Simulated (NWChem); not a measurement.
System: C3H8S; SMILES CSCC

The following NWChem deck was run.

```
start job
memory heap 200 mb stack 900 mb global 1100 mb
geometry units angstroms noautosym nocenter noautoz
  C      0.468495     1.850267     0.320238
  C     -0.436830     0.946978    -0.517251
  S     -0.679251    -0.746858     0.152885
  C      0.975585    -1.467977    -0.130032
  H      0.529145     2.849425    -0.129783
  H      0.083217     1.954059     1.339456
  H      1.487990     1.454790     0.382778
  H     -1.448358     1.363811    -0.571415
  H     -0.069130     0.864461    -1.547020
  H      1.748397    -0.966637     0.459503
  H      1.243104    -1.437047    -1.191326
  H      0.921175    -2.513037     0.186588
end
basis spherical
  * library 6-31g*
end
dft
  xc b3lyp
  iterations 150
end
cosmo
  do_cosmo_smd true
  solvent water
end
task dft energy
```

Structure relaxed at the B3LYP/6-31G* (spherical d) level. Solvent: water.

Level: B3LYP/6-31G* with SMD (1 M gas to 1 M solution), gas-phase geometry.

Task: Give the results of this calculation. (B3LYP/6-31G* (spherical d), SMD on the gas-phase geometry.) Quantities: solvation free energy (kcal/mol); cavity-dispersion-structure term (kcal/mol); dipole in solution (D).

Result: 
```yaml
solvation free energy (kcal/mol): -0.5
cavity-dispersion-structure term (kcal/mol): 2.8
dipole in solution (D): 2.34
```
